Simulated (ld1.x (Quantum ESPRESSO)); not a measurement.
## sulfur, TM: configuration errors across variants

ld1.x (Quantum ESPRESSO) 7.5 input, shortened:

```
&input
   title='S', zed=16., rel=1, dft='BLYP', iswitch=3,
   config='[Ne] 3s1.75 3p4.25 3d-2'
 /
 &inputp
   pseudotype=2, tm=.true., lloc=0,
   nlcc=.true., rcore=1.05
 /
3
3P  2  1   4.25   0.00  1.55  1.55  0.0
3D  3  2  -2.00  -0.15  1.40  1.40  0.0
3S  1  0   1.75   0.00  1.10  1.10  0.0
 &test
   configts(1)='3s1.75 3p4.25'
 /
```

All-electron excitation energies from the reference (eV): (1) 3s2 3p4 -2.566; (2) 3s2 3p3 9.053; (3) 3s2 3p2 31.190; (4) 3s2 3p0 111.879; (5) 3s0 3p6 18.194; (6) 3s2 3p4.3 -4.233; (7) 3s1 3p5 7.750.

A true bound ghost makes a file unfit for plane-wave use even where its test errors are small: the radial tests pick states by their node count and pass the ghost by.

Errors AE − PS in meV (a dash: test not solved or not reliable):

```csv
change,(1),(2),(3),(4),(5),(6),(7),bound ghosts
base,+0.1,+3.4,+30,+289,+2.4,+0.6,+0.4,none
"all radii but the core radius scaled by about 0.74 (s 0.80, p 1.14, d 1.04 bohr)",+1.7,+17,+122,+1000,+246,+3.4,+23,s (extra level of the local part)
"all radii but the core radius scaled by about 0.84 (s 0.92, p 1.30, d 1.18 bohr)",+0.9,+8.4,+55,+467,+85,+1.6,+11,none
"all radii but the core radius scaled by about 0.92 (s 1.02, p 1.42, d 1.28 bohr)",+0.2,+4.7,+37,+333,+17,+0.8,+2.7,none
"all radii but the core radius scaled by about 1.09 (s 1.20, p 1.68, d 1.52 bohr)",0.0,+2.8,+26,+258,+0.6,+0.6,0.0,none
"all radii but the core radius scaled by about 1.15 (s 1.26, p 1.78, d 1.60 bohr)",+0.1,+2.6,+24,+238,+2.1,+0.6,+0.3,none
"all radii but the core radius scaled by about 1.21 (s 1.34, p 1.88, d 1.70 bohr)",+0.1,+2.4,+22,+216,+4.6,+0.7,+0.7,none
"all radii but the core radius scaled by about 1.29 (s 1.42, p 2.00, d 1.80 bohr)",+0.2,+2.3,+21,+189,+7.5,+0.7,+1.2,none
```

Give the same row for: all radii but the core radius scaled by about 1.38 (s 1.52, p 2.14, d 1.94 bohr).

+0.2, +2.4, +21, +181, +7.3, +0.8, +1.2; bound ghosts: none.
